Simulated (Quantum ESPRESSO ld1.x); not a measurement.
Species: the arsenic ion As4+. Configuration: [Ne] 3s2 3p4 3d10 4s1 4f2 (not the ground configuration). All-electron calculation, scalar-relativistic Kohn-Sham, PW91, spin-unpolarised, spherical densities, point nucleus. Program: ld1.x of Quantum ESPRESSO 7.5.

Unscreened Slater integrals over Kohn-Sham orbitals (hartree). Empty in this configuration: 4p.

\begin{tabular}{lr}
integral & value \\ \hline
F0(4f,4f) & 0.30646 \\
F2(4f,4f) & 0.16333 \\
F4(4f,4f) & 0.10701 \\
F6(4f,4f) & 0.078468 \\
F0(4f,4s) & 0.37575 \\
G3(4f,4s) & 0.086066 \\
F0(4f,3d) & 0.39281 \\
F2(4f,3d) & 0.044106 \\
F4(4f,3d) & 0.014352 \\
G1(4f,3d) & 0.016904 \\
G3(4f,3d) & 0.0096367 \\
G5(4f,3d) & 0.0065855 \\
F0(4f,3p) & 0.39316 \\
F2(4f,3p) & 0.041530 \\
G2(4f,3p) & 0.0089943 \\
G4(4f,3p) & 0.0058051 \\
F0(4f,4p) & 0.36939 \\
F2(4f,4p) & 0.15867 \\
G2(4f,4p) & 0.12533 \\
G4(4f,4p) & 0.083915 \\
F0(4s,4s) & 0.59204 \\
F0(4s,3d) & 0.74595 \\
G2(4s,3d) & 0.072408 \\
F0(4s,3p) & 0.74871 \\
G1(4s,3p) & 0.060331 \\
F0(4s,4p) & 0.56141 \\
G1(4s,4p) & 0.38127 \\
F0(3d,3d) & 1.4824 \\
F2(3d,3d) & 0.71513 \\
F4(3d,3d) & 0.45103 \\
F0(3d,3p) & 1.4868 \\
F2(3d,3p) & 0.71795 \\
G1(3d,3p) & 0.86645 \\
G3(3d,3p) & 0.53919 \\
F0(3d,4p) & 0.68620 \\
F2(3d,4p) & 0.16851 \\
G1(3d,4p) & 0.058903 \\
G3(3d,4p) & 0.055696 \\
F0(3p,3p) & 1.5060 \\
F2(3p,3p) & 0.75731 \\
F0(3p,4p) & 0.68844 \\
F2(3p,4p) & 0.16382 \\
G0(3p,4p) & 0.043252 \\
G2(3p,4p) & 0.051236 \\
F0(4p,4p) & 0.53585 \\
F2(4p,4p) & 0.28496 \\
\end{tabular}

Derived for the open shells (J is the average intra-shell exchange parameter used in DFT+U). 3p: J = F2/5 = 0.1515 hartree; in LS coupling 1D lies 6 F2/25 = 0.1818 hartree above 3P. 4f: F4/F2 = 0.655, F6/F2 = 0.480, J = (286 F2 + 195 F4 + 250 F6)/6435 = 0.01355 hartree.
